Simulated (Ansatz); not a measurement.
`C[Se]B1CO1` + `[SnH4]` → `C[Se][SnH3]` + `B1CO1`  (formal exchange of groups at the Se–B bond)

Calculated with Ansatz (gas phase, PBE0-D4/def2-TZVP geometries, no zero-point term in ΔE). CBS: MP2 limit from def2 TZ/QZ plus the TZ coupled-cluster correction, frozen cores. DFT in def2-TZVPP. B3LYP here is the variant with VWN-RPA as its local correlation; programs differ in this. def2 core potentials past Kr. For Se, Sn outer-core shells are correlated without core-valence functions, which leaves a few kJ/mol of doubt a bond. Scalar relativity is left out up to krypton. Each species was taken in one conformer, which may not be the lowest.

```tsv
level	ΔE (kJ/mol)
ωB97M-V	-9.0
PBE	-3.0
B3LYP	-10.3
MP2/def2-TZVPP	-3.9
CCSD(T)/def2-TZVPP	-1.2
HF/CBS(def2)	-20.7
MP2/CBS(def2)	-18.4
CCSD/CBS(def2)	-17.6
```

(1) What does CCSD(T)/CBS give? (Estimate.)

Largest T1 diagnostic among the species: 0.016.

Answers

(1) Ansatz gave: -15.7 kJ/mol. The listed levels differ from it by 6.7, 12.7, 5.4, 11.8, 14.5, -5.0, -2.7, -1.9 kJ/mol.

In def2-TZVPP, CCSD(T) changes the Hartree–Fock value by +17.3 kJ/mol (the triples alone add +2.0 kJ/mol) and MP2 by +14.6 kJ/mol.
